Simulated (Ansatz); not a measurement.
C₄H₇Ga, SMILES `C#C[CH2][GaH][CH3]`. Total charge 0; spin multiplicity 1. The geometry is a stationary point of PBE0-D4/def2-TZVP. It is one conformer, not always the lowest.

```xyz
12

C    -1.610   -1.770   -0.864
C    -1.206   -0.652   -1.049
C    -0.678    0.676   -1.214
Ga    0.706    1.128    0.158
C     1.200   -0.171    1.539
H    -1.983   -2.756   -0.721
H    -1.471    1.429   -1.146
H    -0.222    0.803   -2.202
H     1.349    2.563    0.053
H     0.996    0.237    2.532
H     2.272   -0.384    1.495
H     0.646   -1.103    1.417
```

What is the dipole moment at ωB97M-V/def2-TZVPP? (Best estimate.)

Computed: 0.78 D, with components (0.52, 0.47, 0.34) D in this frame, pointing from negative to positive charge.

And with PBE, r2SCAN, B3LYP? (An estimate is asked.)

Computed: PBE 0.80 D, r2SCAN 0.83 D, B3LYP 0.79 D.

Give the Mulliken charges with ωB97M-V, PBE, r2SCAN in def2-TZVPP. (Best estimate.)

Ansatz gave: 
| atom | ωB97M-V | PBE | r2SCAN |
| --- | --- | --- | --- |
| C1 | -0.03 | 0.01 | 0.05 |
| C2 | -0.27 | -0.29 | -0.30 |
| C3 | -0.41 | -0.28 | -0.33 |
| Ga4 | 0.35 | 0.24 | 0.32 |
| C5 | -0.47 | -0.36 | -0.31 |
| H6 | 0.24 | 0.20 | 0.23 |
| H7 | 0.13 | 0.11 | 0.09 |
| H8 | 0.13 | 0.11 | 0.09 |
| H9 | -0.03 | -0.04 | -0.06 |
| H10 | 0.11 | 0.09 | 0.07 |
| H11 | 0.11 | 0.10 | 0.07 |
| H12 | 0.13 | 0.11 | 0.09 |

B3LYP here is the variant with VWN-RPA as its local correlation; programs differ in this.
